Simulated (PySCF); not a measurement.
C4H4F2.

```xyz
10

F      0.5083    -2.4568     0.0000
C     -0.6120    -1.7384     0.0000
C     -0.6022    -0.4017     0.0000
C      0.6022     0.4017     0.0000
C      0.6120     1.7384     0.0000
F     -0.5083     2.4568     0.0000
H     -1.5134    -2.3564     0.0000
H     -1.5704     0.1032     0.0000
H      1.5704    -0.1032     0.0000
H      1.5134     2.3564     0.0000
```

Geometry: PBE0-D3(BJ)/def2-SVP. One conformer was computed; it need not be the lowest.

These are PBE/pcSseg-1 in PySCF values and carry that method's errors. Non-relativistic, no solvent.

Computed absolute GIAO shielding of each atom: isotropic value and principal components (ppm):
```csv
atom,σ(iso),σ11,σ22,σ33,span
F1,267.1,161.1,222.4,417.9,256.8
C2,24.9,-50.4,53.4,71.7,122.1
C3,73.4,-31.5,92.3,159.2,190.7
C4,73.4,-31.5,92.3,159.2,190.7
C5,24.9,-50.4,53.4,71.7,122.1
F6,267.1,161.1,222.4,417.9,256.8
H7,24.6,21.6,25.6,26.5,5.0
H8,25.5,23.6,24.2,28.7,5.1
H9,25.5,23.6,24.2,28.7,5.1
H10,24.6,21.6,25.6,26.5,5.0
```
